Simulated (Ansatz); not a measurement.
Species, as SMILES: [BH]F (BH-F), doublet.
Atoms: B1, F2, H3. Bonds: B1-F2, B1-H3.

Basis-set convergence of the optimised B1-F2 bond length at PBE with Ansatz (a program for electronic structure). Cartesian d functions, on some or all atoms, in 6-31G*; all else is spherical. The program fits the integrals of some runs and decomposes those of others, by size. Open shells are unrestricted. No added dispersion term, no relativity. Reference: the value in aug-pcseg-3, 1.3094 Å, itself unsure by roughly 0.0004 Å (its mean distance from aug-cc-pVQZ, def2-QZVPPD, pcseg-3). Deviations are taken from unrounded values.

```json
[
 {"basis": "STO-3G", "functions": "11", "optimised B1-F2 bond length (Å)": "1.3158", "minus reference (Å)": "0.0065"},
 {"basis": "6-31G", "functions": "20", "optimised B1-F2 bond length (Å)": "1.3615", "minus reference (Å)": "0.0521"},
 {"basis": "6-31G*", "functions": "32", "optimised B1-F2 bond length (Å)": "1.3173", "minus reference (Å)": "0.0079"},
 {"basis": "6-311++G(2d,2p)", "functions": "64", "optimised B1-F2 bond length (Å)": "1.3119", "minus reference (Å)": "0.0026"},
 {"basis": "def2-TZVP", "functions": "68", "optimised B1-F2 bond length (Å)": "1.3128", "minus reference (Å)": "0.0035"},
 {"basis": "pcseg-2", "functions": "74", "optimised B1-F2 bond length (Å)": "1.3106", "minus reference (Å)": "0.0013"},
 {"basis": "def2-TZVPPD", "functions": "94", "optimised B1-F2 bond length (Å)": "1.3132", "minus reference (Å)": "0.0038"},
 {"basis": "pcseg-3", "functions": "153", "optimised B1-F2 bond length (Å)": "1.3095", "minus reference (Å)": "0.0001"},
 {"basis": "aug-cc-pVQZ", "functions": "206", "optimised B1-F2 bond length (Å)": "1.3099", "minus reference (Å)": "0.0005"}
]
```
